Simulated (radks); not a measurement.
Results of a calculation; reference values are marked as such.
Cr V, configuration [Ar] 3d2. Level of theory: scalar-relativistic Kohn-Sham, PBE, spin-polarised, spherical densities, finite nucleus; open shells are filled with parallel spins first; Fermi nuclear charge, rms radius 3.6452 fm (a radial shooting solver on a logarithmic mesh with Libxc functionals).

Radial electron density D(r) = 4 pi r^2 rho(r):

```
   r/bohr * D(r) (the largest magnitude, 31.4, reaches the edge; | marks zero)
 0.002365 |*
 0.003006 | *
 0.003791 |  *
 0.004819 |   *
 0.006127 |     *
 0.007726 |        *
 0.009822 |            *
  0.01249 |                 *
  0.01575 |                        *
  0.02002 |                                *
  0.02545 |                                       *
  0.03209 |                                              *
   0.0408 |                                                 *
  0.05186 |                                                *
  0.06541 |                                            *
  0.08315 |                                       *
   0.1057 |                                      *
   0.1333 |                                           *
   0.1695 |                                                   *
   0.2154 |                                                      *
   0.2717 |                                             *
   0.3454 |                             *
   0.4391 |                  *
   0.5582 |                 *
   0.7039 |                     *
   0.8948 |                   *
    1.138 |            *
    1.435 |     *
    1.824 | *
    2.318 *
    2.924 *
    3.717 *
```

D(r) has 3 maxima, at r = 0.0442, 0.204, 0.756 bohr, and minima at 0.0976, 0.499 bohr, inside which lie 2.12, 10.51 electrons.
